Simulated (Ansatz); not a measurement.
Reaction (formal exchange of groups at the Si–Si bond): `O[SiH]([SiH3])S` + `C[SiH2][AsH2]` → `C[SiH]([SiH3])[AsH2]` + `O[SiH2]S`

Calculated with Ansatz (gas phase, PBE0-D4/def2-TZVP geometries, no zero-point term in ΔE). CCSD(T)/CBS is the MP2 limit (def2-TZVPP, def2-QZVPP) plus CCSD(T) − MP2 in def2-TZVPP, frozen cores. DFT in def2-TZVPP. B3LYP here is the variant with VWN-RPA as its local correlation; programs differ in this. For As outer-core shells are correlated without core-valence functions, which leaves a few kJ/mol of doubt a bond. Scalar relativity is left out up to krypton. Each species was taken in one conformer, which may not be the lowest.

`O[SiH]([SiH3])S`:

```xyz
10

O    -0.100   -1.702   -0.899
Si   -0.102   -0.558    0.286
Si    0.954    1.320   -0.613
S    -2.084    0.011    0.889
H    -0.671   -2.464   -0.782
H     0.555   -1.066    1.522
H     1.209    2.299    0.477
H     0.069    1.948   -1.631
H     2.246    0.952   -1.250
H    -2.076   -0.740    2.001
```

`C[SiH2][AsH2]`:

```xyz
10

C     1.406    0.105   -0.638
Si   -0.177    0.619    0.219
As   -1.241   -1.297    1.117
H     1.936    0.979   -1.022
H     1.194   -0.560   -1.478
H     2.068   -0.421    0.054
H    -1.062    1.352   -0.726
H     0.123    1.523    1.363
H    -2.538   -0.542    1.371
H    -1.707   -1.757   -0.259
```

`C[SiH]([SiH3])[AsH2]`:

```xyz
13

C    -1.023    0.109   -1.664
Si   -0.546    0.414    0.126
Si    0.406   -1.476    1.114
As    0.951    2.255    0.214
H    -1.452    1.010   -2.109
H    -0.150   -0.181   -2.254
H    -1.762   -0.693   -1.735
H    -1.750    0.826    0.905
H     1.647   -1.844    0.377
H    -0.511   -2.651    1.094
H     0.768   -1.185    2.528
H     1.297    2.002    1.674
H     2.124    1.413   -0.272
```

`O[SiH2]S`:

Z-matrix (Å, degrees):
```
Si
S 1 2.133
O 1 1.642 2 113.5
H 1 1.478 2 111.7 3 117.8
H 1 1.484 2 102.9 3 -122.0
H 2 1.344 1 94.6 3 -65.2
H 3 0.959 1 117.2 2 -51.2
```

Problem. Is it downhill or uphill in electronic energy at CCSD(T)/CBS, and by how much? (An estimate is asked.)

Solution. Computed: Downhill: ΔE = -0.14 eV.

Problem. What do these levels give: B3LYP-D4, ωB97M-V, B3LYP, CCSD/def2-TZVPP, SCS-MP2/def2-QZVPP, MP2/CBS(def2)? (An estimate is asked.)

Solution. Computed: B3LYP-D4 -0.12, ωB97M-V -0.13, B3LYP -0.10, CCSD/def2-TZVPP -0.14, SCS-MP2/def2-QZVPP -0.14, MP2/CBS(def2) -0.15 eV.

Largest T1 diagnostic among the species: 0.012.

In def2-TZVPP, CCSD(T) changes the Hartree–Fock value by −0.04 eV (the triples alone add −0.01 eV) and MP2 by −0.06 eV.
